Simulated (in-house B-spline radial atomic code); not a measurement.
Results of a calculation; reference values are marked as such.
# Two electrons in Ge: a parabolic dot with ħω = 0.518 meV in all three directions with a doubly ionised double donor at its centre

For Ge the NSM archive of the Ioffe Institute lists m_l = 1.6 m0, m_t = 0.08 m0 and ε = 16.2; the model takes one isotropic valley with the conductivity mass 3/(1/m_l + 2/m_t) = 0.117 m0, and so misses anisotropy and the other valleys. All triplets below are those of one valley; with several valleys two electrons can form a triplet in the 1s orbital itself, at an energy set by the valley splitting. Real donors also feel a central-cell potential, which shifts the ground state; some double donors stay shallow and helium-like, others are deep centres that this model can't describe.

Effective-mass model with parabolic bands, a uniform dielectric constant, no image charges, no central-cell or spin-orbit terms. Two-electron levels come from full CI in B-splines with partial waves to l = 5 (up to 0.001 effective hartree above the limit).

Task: What are the effective units, and what is the potential in them?

Result: Ha* = 27211.386 meV × 0.117/16.2² = 12.13 meV and a* = 0.0529177 nm × 16.2/0.117 = 7.327 nm. The frequency is ω = 0.0427 Ha*, with −2/r added.

In these units the lowest s and p orbitals lie at -1.9993 and -0.4933, and their Coulomb and exchange integrals are J_ss = 1.2505, J_sp = 0.4916 and K_sp = 0.0351. Full CI gives -2.9013 for the ground singlet, -2.1128 for the sp triplet, -2.1000 for the sp singlet and -2.1562 for the lowest triplet of two s orbitals.

Task: What does it cost to add the second electron, to first order and exactly?

Result: To first order E = 2ε_s + J_ss = -2.7481, so the charging energy E(2) − 2E(1) is J_ss = 15.17 meV. CI gives -2.9013 − 2 × (-1.9993) = 1.0973, or 13.31 meV: relaxation and correlation lower it by 1.859 meV, 12.3 % of J_ss. The s² configuration of one-electron orbitals holds 92.6 % of the state, and the mean radius is 6.8 nm.

Task: How far above the singlet do the triplets lie?

Result: To first order the sp triplet lies at ε_s + ε_p + J_sp − K_sp = -2.0361, which is 8.637 meV above 2ε_s + J_ss. CI gives -2.1128 − (-2.9013) = 0.7885, or 9.566 meV, 52 % of the orbital spacing of 18.27 meV. The ss triplet lies 9.04 meV up, so the lower of the two is the ss one, and its gap equals k_BT at 105 K. The sp singlet-triplet splitting is 0.1548 meV, against 2K_sp = 0.8516 meV.
